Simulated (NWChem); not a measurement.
System meant: AlSiNH6O5; SMILES [OH][Al]([OH])[NH][Si](O)(O)O

Here is an NWChem input.

```
start job
memory heap 200 mb stack 900 mb global 1100 mb
geometry units angstroms noautosym nocenter noautoz
  Si     0.012534     1.267239     0.054320
  O      1.550467     0.766791    -0.432633
  O     -0.587551     2.207552    -1.190607
  O      0.019072     2.316489     1.361881
  N     -0.794304    -0.212531     0.390902
  Al    -0.198971    -1.863235    -0.044688
  O     -1.290365    -3.157705     0.225192
  O      1.386861    -2.077950    -0.660764
  H      1.960816     1.405143    -1.042858
  H     -0.963022     3.050179    -0.881838
  H      0.166586     1.874250     2.215598
  H     -1.737586    -0.129067     0.783722
  H     -1.040030    -4.071049     0.017866
  H      1.834082    -1.206387    -0.719282
end
basis spherical
  Si library def2-svp
  O library def2-svp
  N library def2-svp
  Al library def2-svp
  H library def2-svp
end
dft
  xc xtpss03 ctpss03
  iterations 150
end
property
  shielding
end
task dft property
```

End of the output:

```
 Vector   43  Occ=0.000000D+00  E= 2.579146D-02
              MO Center= -1.5D-01, -1.8D+00, -4.7D-03, r^2= 4.3D+00
   Bfn.  Coefficient  Atom+Function         Bfn.  Coefficient  Atom+Function
  ----- ------------  ---------------      ----- ------------  ---------------
    87      0.788885   6 Al pz               84      0.309157   6 Al pz
    85      0.265213   6 Al px              115     -0.208880   8 O  pz
   112     -0.207605   8 O  pz               98     -0.199599   7 O  pz
   101     -0.198929   7 O  pz               69     -0.177296   5 N  pz
    66      0.165750   5 N  pz               81     -0.159892   6 Al pz

 center of mass
 --------------
 x =   0.01624431 y =  -0.19487934 z =  -0.06076361

 moments of inertia (a.u.)
 ------------------
        2305.555619257597        -119.264889379447          92.953712565025
        -119.264889379447         702.940266745986         -60.329843478838
          92.953712565025         -60.329843478838        2485.607962385182

     Multipole analysis of the density
     ---------------------------------

     L   x y z        total         alpha         beta         nuclear
     -   - - -        -----         -----         ----         -------
     0   0 0 0     -0.000000    -40.000000    -40.000000     80.000000

     1   1 0 0     -0.118959     -0.888543     -0.888543      1.658127
     1   0 1 0      0.601072      6.540356      6.540356    -12.479639
     1   0 0 1      0.423646      2.372149      2.372149     -4.320651

     2   2 0 0    -43.193177   -142.837088   -142.837088    242.480999
     2   1 1 0      1.316230    -30.819951    -30.819951     62.956132
     2   1 0 1     -0.602944     26.110733     26.110733    -52.824411
     2   0 2 0    -40.333560   -558.856855   -558.856855   1077.380150
     2   0 1 1     -0.722577    -16.447477    -16.447477     32.172378
     2   0 0 2    -40.642564    -92.844110    -92.844110    145.045656

          -----------------------------------------
          Chemical Shielding Tensors (GIAO, in ppm)
          -----------------------------------------

 ------------------------------------------------------------------------
  xtpss03: d2 not coded                    0
 ------------------------------------------------------------------------
 ------------------------------------------------------------------------
  current input line :
    33: task dft property
 ------------------------------------------------------------------------
 ------------------------------------------------------------------------
 This error has not yet been assigned to a category
 ------------------------------------------------------------------------
 For more information see the NWChem manual at https://nwchemgit.github.io

0: xtpss03: d2 not coded:Received an Error in Communication
```

Find the fault in this run and fix the input.

The run crashed. Cause: this functional's second derivatives, which shieldings need, aren't coded here; the fix takes a hybrid GGA instead. This input runs:
```
start job
memory heap 200 mb stack 900 mb global 1100 mb
geometry units angstroms noautosym nocenter noautoz
  Si     0.012534     1.267239     0.054320
  O      1.550467     0.766791    -0.432633
  O     -0.587551     2.207552    -1.190607
  O      0.019072     2.316489     1.361881
  N     -0.794304    -0.212531     0.390902
  Al    -0.198971    -1.863235    -0.044688
  O     -1.290365    -3.157705     0.225192
  O      1.386861    -2.077950    -0.660764
  H      1.960816     1.405143    -1.042858
  H     -0.963022     3.050179    -0.881838
  H      0.166586     1.874250     2.215598
  H     -1.737586    -0.129067     0.783722
  H     -1.040030    -4.071049     0.017866
  H      1.834082    -1.206387    -0.719282
end
basis spherical
  Si library def2-svp
  O library def2-svp
  N library def2-svp
  Al library def2-svp
  H library def2-svp
end
dft
  xc pbe0
  iterations 150
end
property
  shielding
end
task dft property
```
It converges to -965.54069 Ha (PBE0/def2-SVP, GIAO).
